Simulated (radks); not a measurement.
Results of a calculation; reference values are marked as such.
Fractional charge and spin in the 5p shell of osmium: the spin-up occupation runs from 2 to 3 and the spin-down occupation from 2 to 3; the fullest corner is Os2+, [Kr] 4d10 4f14 5s2 5d(up 3, down 3) 5p(up 3, down 3). Code: a radial shooting solver on a logarithmic mesh with Libxc functionals. Model: scalar-relativistic Kohn-Sham, LDA (Slater exchange, Perdew-Wang correlation), spin-polarised, spherical densities, finite nucleus; Fermi nuclear charge, rms radius of each element as measured or else 0.836 A^(1/3) + 0.57 fm. Energy (eV) minus the two flat planes that join the four corners (they meet along the diagonal where the two added fractions sum to one electron); zero is where a piecewise linear energy would lie.

\begin{tabular}{lrrrrr}
down \ up & 2 & 2.25 & 2.5 & 2.75 & 3 \\ \hline
2 & 0.000 & -1.499 & -1.988 & -1.484 & 0.000 \\
2.25 & -1.499 & -1.935 & -1.377 & 0.158 & -1.391 \\
2.5 & -1.988 & -1.377 & 0.210 & -1.287 & -1.841 \\
2.75 & -1.484 & 0.158 & -1.287 & -1.790 & -1.371 \\
3 & 0.000 & -1.391 & -1.841 & -1.371 & 0.000 \\
\end{tabular}

Corners above the fullest one (they belong to Os3+ and the next ion): (up 3, down 2) 75.526 eV, (up 2, down 3) 75.526 eV, (up 2, down 2) 167.23 eV. With half an added electron in each spin the energy lies 0.210 eV from the planes, and with half an added electron in spin up alone -1.988 eV. The planes are only a guide here: the flat-plane condition holds for ground states with one frontier orbital, while this shell lies below other occupied shells, so the corners above the fullest one are inner-hole states and not the ground states of those ions.
